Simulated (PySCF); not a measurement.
Calculated NMR data

All values are calculated (PySCF 2.14): GIAO PBE0/pcSseg-1 shieldings, structure optimised with GFN2-xTB. Non-relativistic Hamiltonian, one computed conformer, no solvent, fast rotation and ring inversion assumed for equivalent nuclei.

Scale: ¹H (31.72 ppm), ¹³C (186.93 ppm) vs TMS (reference shieldings calculated alike). Splittings of carbon signals by F and P are missing where no couplings were computed. Where no couplings were computed, multiplicities follow the n + 1 count of equivalent neighbours, and m marks all less simple cases (inequivalent or close neighbours, rings, F or P nearby). Shifts are as computed. Against solution values, carbons near 30 ppm lie about +3 ppm off and those near 130 ppm about +5 ppm. Of 1211 compounds with measured shifts, 218 miss one by over three times the rms of a fit or turn the order of signals round; such compounds aren't used in these exercises. OH and NH positions are gas-phase values without hydrogen bonding to other molecules.

Compound 1 (C₃H₆FN₃Si). ¹H NMR (500 MHz, computed): δ 6.99 (m, 1H), 6.45 (m, 1H), 5.49 (s, 2H), 0.83 (br s, 2H). ¹³C{¹H} NMR (computed): δ 162.1 (C), 131.9 (CH), 119.2 (CH). Structure: SMILES N[SiH2]n1ccnc1F.

Compound 2 (C₅H₁₃OPSi). ¹H NMR (500 MHz, computed): δ 4.26 (m, 2H), 4.01 (m, 4H), 1.55 (m, 4H), 0.21 (m, 3H). ¹³C{¹H} NMR (computed): δ 72.2, 23.9, -9.0. Structure: `C1OCCP([SiH2]C)C1`.
